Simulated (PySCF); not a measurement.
Compound: C₅H₇F₃S.
Cartesian coordinates in Å at the PBE0-D3(BJ)/def2-SVP level; atoms count from 1:
```xyz
16
C5H7F3S angstrom
C      2.9023    0.0784   -1.0239
S      1.1905    0.4285   -1.4797
C      0.3602   -0.3394   -0.1492
C     -0.8737   -0.0410    0.2838
C     -1.5377   -0.8475    1.3599
F     -0.7162   -1.8390    1.8209
C     -1.6877    1.0777   -0.2785
F     -2.2348    1.8016    0.7331
F     -2.7233    0.5970   -1.0124
H      3.5241    0.3840   -1.8761
H      3.2071    0.6446   -0.1329
H      3.0431   -0.9987   -0.8520
H      0.8855   -1.1745    0.3264
H     -1.8171   -0.1907    2.2014
H     -2.4648   -1.3023    0.9665
H     -1.0913    1.7557   -0.9121
```

Computed with PySCF at PBE0/def2-SVPD, non-relativistic, on one gas-phase PBE0-D3(BJ)/def2-SVP geometry that isn't relaxed in the solvent. The solvent is an IEF-PCM continuum (van der Waals radii × 1.2), and excitations are vertical TDDFT with non-equilibrium linear response and a frozen core. The model holds no explicit solvent molecules, cavitation or dispersion.

```json
{"run": "gas", "E − E(gas) (kJ/mol)": "0.00", "HOMO (eV)": "-6.67", "HOMO–LUMO gap (eV)": "5.94", "dipole (D)": "2.72", "lowest singlet (eV)": "5.15", "static polarisability (au)": "88.3"}
{"run": "P", "E − E(gas) (kJ/mol)": "-19.45", "HOMO (eV)": "-6.53", "HOMO–LUMO gap (eV)": "5.93", "dipole (D)": "3.25", "lowest singlet (eV)": "5.06", "static polarisability (au)": "112.3"}
{"run": "Q", "E − E(gas) (kJ/mol)": "-23.42", "HOMO (eV)": "-6.51", "HOMO–LUMO gap (eV)": "5.93", "dipole (D)": "3.36", "lowest singlet (eV)": "5.05", "static polarisability (au)": "118.8"}
```

Task: The runs were made in dimethylsulfoxide and tetrahydrofuran. Which run belongs to which solvent?

Result: P = tetrahydrofuran, Q = dimethylsulfoxide. The dielectric constants are 7.426 (tetrahydrofuran), 46.83 (dimethylsulfoxide), and the energy falls further as ε rises. The optical constants n² used for the excitations are 1.97, 2.19 in the same order. In this model the ground state sees the solvent through ε alone.

Task: How constant is the ratio of the lowering to (ε − 1)/(2ε + 1)?

Result: 
| solvent | (ε − 1)/(2ε + 1) | E − E(gas) (kJ/mol) | ratio (kJ/mol) | polarisation term (kJ/mol) |
| --- | --- | --- | --- | --- |
| tetrahydrofuran | 0.405 | -19.45 | -48.0 | -21.33 |
| dimethylsulfoxide | 0.484 | -23.42 | -48.4 | -26.16 |

The ratio changes by +0.8 % in size from tetrahydrofuran to dimethylsulfoxide. The polarisation term is half the interaction of the solute with the induced surface charges.
